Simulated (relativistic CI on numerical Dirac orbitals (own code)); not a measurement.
Forbidden transitions in Pt⁵⁵⁺

Method of calculation: Dirac-Coulomb-Breit CI, orbitals from a KLI potential per configuration, model QED, unscaled Slater integrals (own radial code, finite nucleus).

Configurations in the expansion (outside the closed core [Ne]): 3s2.3p6.3d5, 3s2.3p5.3d6, 3s2.3p4.3d7, 3s.3p6.3d6, 3p6.3d7, 3s.3p5.3d7, 3s2.3p6.3d4.4s, 3s2.3p6.3d4.4p, 3s2.3p4.3d6.4s, 3s2.3p6.3d4.4d, 3s2.3p4.3d6.4p, 3s2.3p5.3d5.4s, 3s2.3p6.3d4.4f, 3s.3p5.3d6.4s, 3s2.3p5.3d5.4p, 3s.3p5.3d6.4p, 3p6.3d6.4s, 3s2.3p6.3d3.4s2, 3p6.3d6.4p, 3s2.3p6.3d3.4s.4p, 3s2.3p6.3d4.5s, 3p6.3d5.4s2. Levels of other configurations are missing.

```tsv
λ vac (nm)	Lower	Upper	Type	A (s⁻¹)	log gf
11.036	3s2.3p6.3d5 4D_3/2 [5]	3s2.3p6.3d5 4P_1/2 [24]	M1	4.02e+06	-4.83
11.318	3s2.3p6.3d5 2D_3/2 [10]	3s2.3p6.3d5 2D_5/2 [27]	M1	2.16e+06	-4.60
11.514	3s2.3p6.3d5 6S_5/2 [2]	3s2.3p6.3d5 4P_3/2 [17]	M1	4.02e+06	-4.50
11.531	3s2.3p6.3d5 2F_7/2 [9]	3s2.3p6.3d5 2G_9/2 [25]	M1	2.29e+06	-4.34
11.560	3s2.3p6.3d5 4G_7/2 [3]	3s2.3p6.3d5 4F_5/2 [21]	M1	3.10e+06	-4.43
11.626	3s2.3p6.3d5 2G_9/2 [6]	3s2.3p6.3d5 2G_7/2 [23]	M1	2.01e+06	-4.49
11.782	3s2.3p6.3d5 4D_3/2 [5]	3s2.3p6.3d5 4F_5/2 [21]	M1	1.67e+06	-4.68
12.095	3s2.3p6.3d5 2D_5/2 [7]	3s2.3p6.3d5 2G_7/2 [23]	M1	9.42e+05	-4.78
12.145	3s2.3p6.3d5 4G_7/2 [3]	3s2.3p6.3d5 2H_9/2 [19]	M1	1.34e+06	-4.53
12.255	3s2.3p6.3d5 4G_11/2 [13]	3s2.3p6.3d5 2H_11/2 [30]	M1	7.10e+06	-3.72
12.317	3s2.3p6.3d5 2H_11/2 [4]	3s2.3p6.3d5 2H_9/2 [19]	M1	1.86e+06	-4.37
12.402	3s2.3p6.3d5 4D_7/2 [12]	3s2.3p6.3d5 2F_7/2 [29]	M1	4.41e+06	-4.09
12.433	3s2.3p6.3d5 6S_5/2 [11]	3s2.3p6.3d5 4P_5/2 [28]	M1	1.75e+07	-3.61
12.561	3s2.3p6.3d5 6S_5/2 [2]	3s2.3p6.3d5 4D_7/2 [12]	M1	2.20e+06	-4.38
12.635	3s2.3p6.3d5 4P_1/2 [8]	3s2.3p6.3d5 4P_1/2 [24]	M1	3.33e+06	-4.80
12.694	3s2.3p6.3d5 2F_7/2 [9]	3s2.3p6.3d5 2G_7/2 [23]	M1	2.08e+06	-4.40
12.730	3s2.3p6.3d5 4G_9/2 [14]	3s2.3p6.3d5 2F_7/2 [29]	M1	5.48e+06	-3.97
12.741	3s2.3p6.3d5 2G_9/2 [6]	3s2.3p6.3d5 2G_7/2 [20]	M1	1.68e+06	-4.49
12.839	3s2.3p6.3d5 4G_7/2 [3]	3s2.3p6.3d5 2F_5/2 [18]	M1	2.85e+06	-4.37
12.945	3s2.3p6.3d5 2D_5/2 [7]	3s2.3p6.3d5 2D_3/2 [22]	M1	2.13e+06	-4.67
13.113	3s2.3p6.3d5 4D_3/2 [5]	3s2.3p6.3d5 2F_5/2 [18]	M1	1.17e+06	-4.74
13.138	3s2.3p6.3d5 2G_9/2 [6]	3s2.3p6.3d5 2H_9/2 [19]	M1	5.40e+06	-3.86
13.319	3s2.3p6.3d5 4D_3/2 [5]	3s2.3p6.3d5 4P_3/2 [17]	M1	7.20e+06	-4.12
13.422	3s2.3p6.3d5 2D_5/2 [1]	3s2.3p6.3d5 4D_3/2 [5]	M1	8.03e+06	-4.06
13.444	3s2.3p6.3d5 4D_3/2 [5]	3s2.3p6.3d5 4D_1/2 [16]	M1	7.14e+06	-4.41
13.678	3s2.3p6.3d5 2H_11/2 [4]	3s2.3p6.3d5 2I_13/2 [15]	M1	1.14e+06	-4.35
13.691	3s2.3p6.3d5 2F_7/2 [9]	3s2.3p6.3d5 4F_5/2 [21]	M1	3.32e+06	-4.25
13.722	3s2.3p6.3d5 2D_5/2 [1]	3s2.3p6.3d5 4G_7/2 [3]	M1	3.54e+06	-4.10
13.794	3s2.3p6.3d5 4D_7/2 [12]	3s2.3p6.3d5 4P_5/2 [28]	M1	3.78e+06	-4.19
13.847	3s2.3p6.3d5 2F_5/2 [18]	3s2.3p6.3d5 2F_7/2 [29]	M1	2.56e+06	-4.23
13.952	3s2.3p6.3d5 6S_5/2 [2]	3s2.3p6.3d5 6S_5/2 [11]	M1	1.42e+07	-3.60
13.976	3s2.3p6.3d5 4G_7/2 [3]	3s2.3p6.3d5 4G_9/2 [14]	M1	3.16e+06	-4.03
14.035	3s2.3p6.3d5 2F_7/2 [9]	3s2.3p6.3d5 2G_7/2 [20]	M1	9.53e+05	-4.65
14.206	3s2.3p6.3d5 2H_11/2 [4]	3s2.3p6.3d5 4G_9/2 [14]	M1	2.05e+06	-4.21
14.395	3s2.3p6.3d5 4G_7/2 [3]	3s2.3p6.3d5 4D_7/2 [12]	M1	3.16e+06	-4.10
14.519	3s2.3p6.3d5 2F_7/2 [9]	3s2.3p6.3d5 2H_9/2 [19]	M1	8.78e+05	-4.56
14.560	3s2.3p6.3d5 2H_11/2 [4]	3s2.3p6.3d5 4G_11/2 [13]	M1	5.12e+06	-3.71
14.636	3s2.3p6.3d5 2D_5/2 [7]	3s2.3p6.3d5 2F_5/2 [18]	M1	3.01e+06	-4.24
14.893	3s2.3p6.3d5 2D_5/2 [7]	3s2.3p6.3d5 4P_3/2 [17]	M1	2.63e+06	-4.46
15.721	3s2.3p6.3d5 2G_9/2 [6]	3s2.3p6.3d5 4G_11/2 [13]	M1	8.29e+05	-4.43
15.812	3s2.3p6.3d5 2G_9/2 [6]	3s2.3p6.3d5 4D_7/2 [12]	M1	2.02e+06	-4.22
15.941	3s2.3p6.3d5 2D_5/2 [1]	3s2.3p6.3d5 6S_5/2 [2]	M1	7.80e+06	-3.75
16.252	3s2.3p6.3d5 4G_7/2 [3]	3s2.3p6.3d5 6S_5/2 [11]	M1	1.10e+06	-4.58
16.692	3s2.3p6.3d5 2D_5/2 [7]	3s2.3p6.3d5 4D_7/2 [12]	M1	1.33e+06	-4.35
17.321	3s2.3p6.3d5 2D_3/2 [10]	3s2.3p6.3d5 4F_5/2 [21]	M1	1.89e+06	-4.29
```

Terms are leading LS components. Brackets give the number of a level in order of energy, since labels repeat. The list gives strong lines, with weight on those to low levels, among the lowest 400 of 9898 levels, so that lines to higher ones, which can be the strongest, are missing. Levels whose partners in the same complex of configurations lie outside the list can be far off, and so can their lines. Rates are taken at the computed energies, electric ones in the length gauge.

At this charge energies of transitions that change n are usually good to better than 1 %, and those within a shell (Δn = 0) to a few per cent.

LS names give the leading component of a level, which can be under half, so a name can repeat, a term be missing and a line seem to break the LS rules.
